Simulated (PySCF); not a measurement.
# Electric field gradients and quadrupole coupling constants

Species: C5H7BO2.
Structure used (PBE0-D3(BJ)/def2-SVP), in Å, numbered top down from 1:
```
atom  x, y, z in Å
C1    -1.3075   -1.7455   -0.2956
C2    -0.7964   -0.4968   -0.2498
C3     0.6114   -0.2692   -0.2731
C4     1.8037   -0.0319   -0.2824
C5     3.2274    0.2525   -0.3036
B6    -1.7626    0.7569   -0.2063
O7    -1.3319    1.9424   -0.6969
O8    -3.0277    0.6766    0.2995
H9    -0.6720   -2.6342   -0.3515
H10   -2.3895   -1.9150   -0.3065
H11    3.5364    0.6341   -1.2900
H12    3.4916    1.0169    0.4444
H13    3.8225   -0.6495   -0.0912
H14   -2.0091    2.6228   -0.6127
H15   -3.2116   -0.1766    0.7031
```

Field gradients from the PBE0/pcSseg-1 density (PySCF, non-relativistic), principal values in atomic units, ordered |Vxx| ≤ |Vyy| ≤ |Vzz|:

```csv
atom,Vxx,Vyy,Vzz
B6,-0.1246,-0.2179,0.3425
O7,-0.5703,-0.7975,1.3679
O8,-0.4958,-0.8698,1.3656
```

Question: Find the asymmetry η = (Vxx − Vyy)/Vzz and the couplings χ = eQV/h (234.96 MHz × Q in barn × V in au), with Q(11B) = 0.04059 b, Q(17O) = −0.0256 b.

Answer: 
```json
{"atom": "B6", "environment": "three-coordinate boron", "nucleus": "11B", "η": "0.27", "χzz (MHz)": "3.266", "χxx (MHz)": "-1.188", "χyy (MHz)": "-2.078"}
{"atom": "O7", "environment": "boron-bound oxygen", "nucleus": "17O", "η": "0.17", "χzz (MHz)": "-8.23", "χxx (MHz)": "3.43", "χyy (MHz)": "4.80"}
{"atom": "O8", "environment": "boron-bound oxygen", "nucleus": "17O", "η": "0.27", "χzz (MHz)": "-8.21", "χxx (MHz)": "2.98", "χyy (MHz)": "5.23"}
```

The tensor is traceless: Vxx + Vyy + Vzz = 0.

Question: What is Vzz at O8 in SI units (1 au = 9.71736 × 10²¹ V/m²)?

Answer: 1.3656 au = 13.270 × 10²¹ V/m².

Question: And the gradient at the other heavy atoms, for which no coupling is worked out here?

Answer: 
| atom | environment | Vzz (au) | η |
| --- | --- | --- | --- |
| C1 | terminal =CH2 carbon | 0.321 | 0.35 |
| C2 | fully substituted alkene carbon | 0.331 | 0.88 |
| C3 | alkyne carbon | -0.240 | 0.08 |
| C4 | alkyne carbon | -0.256 | 0.40 |
| C5 | propargylic carbon | 0.126 | 0.02 |

Were the hydrogens deuterons (Q(2H) = 0.00286 b), χzz would run from 193 kHz (H11, H12 and H13) to 317 kHz (H15).

Isolated species at its PBE0-D3(BJ)/def2-SVP geometry (one conformer only). These gradients aren't converged with respect to the basis.
